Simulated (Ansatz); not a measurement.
Computed with Ansatz on PBE0-D4/def2-TZVP structures; ΔE is electronic, products minus reactants. CCSD(T)/CBS adds triple-zeta CCSD(T) − MP2 to the extrapolated MP2 energy (def2 sets, frozen cores). This one scheme is used for every species. One conformer a species, not always the lowest.

Reaction (formal exchange of groups at the Si–Si bond): `CO[SiH2][Si](O)(O)F` + `C[SiH3]` → `CO[SiH2]C[SiH3]` + `O[SiH](O)F`

`CO[SiH2][Si](O)(O)F`:

Cartesian coordinates in Å:
```
C -1.407 -2.026 1.105
O -0.662 -0.863 0.823
Si 0.037 -0.598 -0.649
Si 1.103 1.463 -0.389
O 0.150 2.614 0.276
O 1.585 1.999 -1.845
F 2.363 1.261 0.578
H -1.752 -1.972 2.139
H -2.281 -2.109 0.449
H -0.796 -2.929 0.988
H 0.981 -1.701 -0.992
H -0.999 -0.552 -1.722
H -0.137 2.486 1.182
H 1.814 2.926 -1.943
```

`C[SiH3]`:

Z-matrix (Å, degrees):
```
C
Si 1 1.871
H 1 1.092 2 110.8
H 1 1.092 2 110.8 3 -120.0
H 1 1.092 2 110.8 3 120.0
H 2 1.488 1 110.7 3 -179.9
H 2 1.488 1 110.7 3 -59.9
H 2 1.488 1 110.7 3 60.1
```

`CO[SiH2]C[SiH3]`:

Z-matrix (Å, degrees):
```
C
O 1 1.408
H 1 1.097 2 111.6
H 1 1.097 2 111.6 3 121.5
H 1 1.091 2 108.3 3 -119.2
Si 2 1.645 1 122.4 3 -60.7
C 6 1.855 2 107.8 1 179.9
H 6 1.492 2 109.9 1 -59.2
H 6 1.492 2 109.9 1 59.1
Si 7 1.872 6 114.9 2 -180.0
H 7 1.095 6 108.5 2 -58.1
H 7 1.095 6 108.5 2 58.1
H 10 1.487 7 110.5 6 -60.0
H 10 1.487 7 110.7 6 180.0
H 10 1.487 7 110.5 6 59.9
```

`O[SiH](O)F`:

Z-matrix (Å, degrees):
```
Si
O 1 1.619
F 1 1.595 2 111.7
O 1 1.630 2 108.7 3 118.8
H 1 1.469 2 107.5 3 -117.0
H 2 0.959 1 118.7 3 -79.5
H 4 0.958 1 118.6 2 -158.0
```

| species | HF/def2-TZVPP energy (Eh) |
| --- | --- |
| `CO[SiH2][Si](O)(O)F` | -944.24510 |
| `C[SiH3]` | -330.32143 |
| `CO[SiH2]C[SiH3]` | -734.41728 |
| `O[SiH](O)F` | -540.16135 |

Problem. Work out ΔE.

Solution. ΔE = (-734.41728) + (-540.16135) − (-944.24510) − (-330.32143) = -0.01210 Eh = -31.8 kJ/mol. CCSD(T)/CBS gives -28.9 kJ/mol.

Largest T1 diagnostic among the species: 0.012.

From PBE to PBE0 (25 % exact exchange), in def2-TZVPP and without D4, ΔE moves by −6.7 kJ/mol.
